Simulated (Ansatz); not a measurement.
Geometry optimisation, RKS revPBE/def2-SVP (Ansatz 0.2.0).

input.yaml

```yaml
crystal:
  periodic: [false, false, false]
  atoms:
    - { symbol: O, position_ang: [0.6082, -2.2301, 0.723] }
    - { symbol: C, position_ang: [0.463, -0.9859, 0.5285] }
    - { symbol: B, position_ang: [0.6142, 0.5884, 1.1147] }
    - { symbol: Si, position_ang: [0.1056, 0.3822, -0.5637] }
    - { symbol: O, position_ang: [-1.6691, 0.5175, -0.7253] }
    - { symbol: H, position_ang: [0.9475, 1.3237, 2.0129] }
    - { symbol: H, position_ang: [0.9074, 0.4799, -1.7519] }
    - { symbol: H, position_ang: [-1.9915, 0.31006, 0.15197] }
basis:
  gaussian: { orbitals: def2-SVP }
hamiltonian:
  xc: revpbe
relax:
  f_tol: 0.015
  max_steps: 40
```

Command:

```bash
$ ansatz run input.yaml --threads 1 --pin off --max-ram 2048MiB --backend cpu --events-out ev --progress --plain --runs-dir out
```

Task: Where does it end, and by what steps?

Result: The forces met the threshold. After 15 steps the energy has fallen by 3.952 eV; H7 moved furthest, 1.64 Å. Parted: C2–Si4.

| step | energy less start (eV) | largest force component (eV/Å) | accepted |
| --- | --- | --- | --- |
| 0 | 0.0000 | 4.442 | yes |
| 1 | -1.0772 | 2.611 | yes |
| 2 | -1.9847 | 2.640 | yes |
| 3 | -2.6341 | 1.973 | yes |
| 4 | -3.0702 | 1.250 | yes |
| 5 | -3.3558 | 1.002 | yes |
| 6 | -3.5677 | 0.901 | yes |
| 7 | -3.7061 | 0.425 | yes |
| 8 | -3.8042 | 0.973 | yes |
| 9 | -3.8685 | 0.422 | yes |
| 10 | -3.9098 | 0.371 | yes |
| 11 | -3.9128 | 0.624 | yes |
| 12 | -3.9415 | 0.202 | yes |
| 13 | -3.9498 | 0.081 | yes |
| 14 | -3.9510 | 0.150 | yes |
| 15 | -3.9515 | 0.008 | yes |

```xyz
8
Properties=species:S:1:pos:R:3
O -0.137 -1.948 2.040
C 0.350 -1.009 1.536
B 0.916 0.166 0.867
Si -0.048 0.808 -0.607
O -1.476 0.233 -1.278
H 1.943 0.699 1.234
H 0.307 1.983 -1.462
H -1.869 -0.545 -0.840
```

Whether the end is a true minimum wasn't checked by a vibrational analysis.

Run time: 120 s on 1 CPU thread of a shared host.
